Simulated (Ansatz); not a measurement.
Cost and result up the ladder for Si19H28, a nanocrystal cut from cubic silicon (47 atoms). Total charge 0; singlet. Geometry: PBE-D4/def2-SVP.

```csv
atom,x (Å),y (Å),z (Å)
Si1,-2.739,0.629,-2.911
Si2,-3.453,2.050,0.499
Si3,-0.263,-2.328,-3.300
Si4,-0.927,-0.795,0.136
Si5,1.426,-3.778,-0.267
Si6,2.492,-0.237,-1.500
Si7,0.689,-2.315,3.247
Si8,0.036,2.696,-1.116
Si9,1.761,1.215,1.985
Si10,-1.715,0.553,3.623
Si11,-1.315,-0.524,-4.391
Si12,-1.735,1.175,-0.853
Si13,-2.807,2.440,2.730
Si14,1.760,1.794,-2.446
Si15,0.718,-1.753,-1.238
Si16,-0.012,-0.305,2.242
Si17,2.211,-3.553,1.943
Si18,3.441,0.350,0.576
Si19,1.047,3.209,0.951
H20,-3.271,1.878,-3.569
H21,-3.913,-0.271,-2.608
H22,-4.568,1.032,0.514
H23,-3.992,3.318,-0.116
H24,-1.317,-3.371,-3.016
H25,0.773,-2.950,-4.204
H26,-2.069,-1.772,0.304
H27,0.230,-4.699,-0.238
H28,2.483,-4.418,-1.132
H29,3.547,-0.861,-2.385
H30,-0.543,-3.166,3.446
H31,1.279,-2.030,4.605
H32,-0.492,3.961,-1.753
H33,2.344,1.525,3.345
H34,-2.745,-0.538,3.789
H35,-1.156,0.873,4.987
H36,-2.131,-1.056,-5.545
H37,-0.281,0.415,-4.950
H38,-4.038,2.732,3.555
H39,-1.905,3.642,2.804
H40,1.313,1.607,-3.873
H41,2.919,2.764,-2.440
H42,3.558,-2.882,1.946
H43,2.376,-4.926,2.549
H44,4.144,-0.821,1.212
H45,4.464,1.438,0.338
H46,0.115,3.988,1.842
H47,2.264,4.064,0.683
```

Ansatz on 2 threads of AMD EPYC 7R13 on a shared host and a share (18 GiB) of an NVIDIA H100 80GB HBM3. Times are rough, and most runs start from the orbitals of an earlier one. PBE0-D4/def2-TZVP serves as the yardstick here, not as an exact answer. Differences are given only for rows in sets of like size (and for xTB, whose basis is part of the method), since another set adds its own error. Binding counts from free atoms at the same level (Si triplet, H doublet; other spins of the atoms weren't run), without zero-point energy or a counterpoise term.

B3LYP takes the VWN-RPA correlation. Correlated methods freeze 95 core orbitals. The rows differ in basis, and correlated rows in double-zeta sets carry the largest basis error. Single mean-field runs in def2-SVP, def2-TZVP are fitted with def2-universal-jkfit.

Correlated methods converge slowly with the basis, most of all in double-zeta sets.

```tsv
level	functions	wall time	binding energy per atom (eV)	difference from PBE0-D4/def2-TZVP (eV)
PBE0-D4/def2-SVP	482	3.9 s	3.23	–
PBE-D4/def2-SVP	482	4.2 s	3.24	–
HF/def2-TZVP	871	4.4 s	2.40	-0.84
MP2/def2-SVP	482	4.8 s	2.98	–
B3LYP-D4/def2-TZVP	871	6 s	3.22	-0.02
r2SCAN-D4/def2-TZVP	871	6.5 s	3.25	0.02
PBE0-D4/def2-TZVP	871	7 s	3.24	0.00
PBE-D4/def2-TZVP (with forces)	871	8 s	3.23	0.00
B97M-V/def2-TZVP (with forces)	871	14 s	3.28	0.04
```
